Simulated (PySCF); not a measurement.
# Converging ZnF⁻ in the basis (PBE0)

PySCF, UKS reference; singlet, unpaired electrons none; De to Zn + F⁻ without counterpoise correction.

```csv
basis,relativity,functions,Re (Å),ωe (cm⁻¹),De (eV),μ (D)
def2-SVPD,no relativity,57,1.929,418,1.79,-0.48
aug-cc-pVDZ-PP/aug-cc-pVDZ,scalar-relativistic core potentials,77,1.931,403,1.58,-0.39
def2-TZVPPD,no relativity,107,1.937,398,1.56,-0.44
```

(1) How does each smaller set differ from the one with most functions, def2-TZVPPD?

A positive dipole points towards F; it is taken about the centre of mass and depends on that origin. For an ion De counts to the pair picked by the measured ionisation energies or electron affinities, which need not be the lowest pair at this level. The highest Kohn–Sham level is positive in some of these anions. Much of that is self-interaction error, but it also means that the finite basis helps to hold the extra electron.

Answers

(1) def2-SVPD: -0.8 pm, +5.0 % in ωe, +0.23 eV in De; aug-cc-pVDZ-PP/aug-cc-pVDZ: -0.6 pm, +1.3 % in ωe, +0.02 eV in De. All at PBE0; the set with most functions is neither the basis-set limit nor always the best. The rows treat relativity differently, so the differences are not basis effects alone.
